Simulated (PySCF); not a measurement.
## Ionisation energy of I⁴⁵⁺ by level of theory

I⁴⁵⁺ [He] 2s2 2p4 (3P) → I⁴⁶⁺ [He] 2s2 2p3 (4S), as a difference of total energies. All numbers are calculated (PySCF 2.14, the spin-free X2C one-electron Hamiltonian (Gaussian nucleus), in an even-tempered Gaussian basis (19 s from 20 bohr⁻², ratio 2.2; 12 p from 26 bohr⁻², ratio 2.2; 6 d from 110 bohr⁻², ratio 2.4; 5 f from 160 bohr⁻², ratio 2.4; 4 g from 240 bohr⁻², ratio 2.4)). Correlated levels: nothing frozen; virtual orbitals above 40 to 60 times the deepest correlated orbital energy dropped. The calculations carry no spin-orbit coupling.

```csv
method,ionisation energy (eV)
UHF,7886.2
LDA,7881.6
PBE,7889.0
PBE0,7888.8
r2SCAN,7890.7
r2SCAN0,7890.0
SCS-MP2 (all electrons),7888.0
```

Q: Estimate what MP2 (all electrons) gives.

A: 7887.9 eV, closest to SCS-MP2 (all electrons) among the rows shown.

Q: Estimate what r2SCANh gives.

A: 7890.4 eV, closest to r2SCAN among the rows shown.

Spin-orbit coupling is strong in these open shells (close to jj coupling). The scalar numbers leave it out and a first-order estimate fails, so it can dominate the gap to the real levels.

For this ion Breit and QED terms and the two-electron picture change, all absent here, outweigh the differences among the correlated methods.

For comparison: 7811 ± 4 eV (theoretical estimate listed by NIST; NIST Atomic Spectra Database, ionization energies).
